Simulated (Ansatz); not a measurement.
```yaml
crystal:
  periodic: [false, false, false]
  atoms:
    - {symbol: Au, position_ang: [-0.945899, -1.908345, 2.588341]}
    - {symbol: Au, position_ang: [1.604942, 0.908863, -1.716727]}
    - {symbol: Au, position_ang: [3.383784, 1.719543, -3.445834]}
    - {symbol: Au, position_ang: [-0.247747, 0.130200, -0.035793]}
    - {symbol: Si, position_ang: [-1.579681, 0.419533, 2.044370]}
    - {symbol: Si, position_ang: [-2.215390, -1.269803, 0.565634]}
basis:
  gaussian: {orbitals: def2-TZVPD, initial_orbitals: start.molden}
total_charge: -1
magnetization: {spin_polarized: true, initial_magnetization: 1}
hamiltonian: {xc: {name: wB97X-V}}
scf: {omitted_lower_state_checks: [starts]}
output: {orbitals: {seedname: orbitals}}
```

The file start.molden holds the orbitals of an earlier run on this structure, at another level or in another basis.

```sh
$ ansatz run in.yaml --threads 4 --pin off --events-out ev --progress --plain --max-ram 4787MiB
```

**Question.** Does this run fit into the memory that it is given?

**Answer.** No. It has 258 basis functions, and Ansatz plans for 4.99 GiB where 4.67 GiB are given.
